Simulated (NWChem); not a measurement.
Molecule: SiBrF3; SMILES F[Si](F)(F)Br

Computed with NWChem. The geometry was optimised at PBE0/def2-SVP. Level: PBE0/def2-SVP with SMD (1 M gas to 1 M solution), gas-phase geometry. Reactions with the solvent are ignored.

Problem. What does the run give for solvent water? Quantities: solvation free energy (kcal/mol); cavity-dispersion-structure term (kcal/mol); dipole in solution (D).

Solution. 
```json
{
  "solvation free energy (kcal/mol)": "0.9",
  "cavity-dispersion-structure term (kcal/mol)": "2.0",
  "dipole in solution (D)": "1.03"
}
```
